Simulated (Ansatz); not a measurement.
System: NH$_{2}$Se, charge 0, doublet. NH2Se (SMILES N[Se], doublet).
B3LYP-D3(BJ)/def2-TZVP minimum from Ansatz (a quantum-chemistry and plane-wave program):
```
N
H 1 1.0064
H 1 1.0064 2 116.88
Se 1 1.7903 2 121.21 3 -170.51
```
Charge 0, spin multiplicity 2.

Hartree-Fock and MP2 correlation energies in hartree (Ansatz). Open shells are spin-unrestricted; no spin-orbit coupling. Correlated methods leave the cores frozen (noble-gas shells, and filled d and f shells in the p block). No relativity.

```tsv
basis	X	E(HF)	E(corr, MP2)
cc-pVTZ	3	-2455.50310	-0.34921
cc-pVQZ	4	-2455.51130	-0.37733
cc-pV5Z	5	-2455.51304	withheld
```

Q: Fit E(corr) = E∞ + A/X³ to X = 3 and 4, predict X = 5, and compare with the run.

A: A = (-0.34921 - (-0.37733))/(1/27 - 1/64) = 1.3133; E∞ = -0.37733 - A/64 = -0.39785; at X = 5, E∞ + A/125 = -0.38734. The run gave -0.38920, 1.86 mEh below the prediction. The same form on X = 4 and 5 gives E∞ = -0.40165, 3.80 mEh below the first estimate.
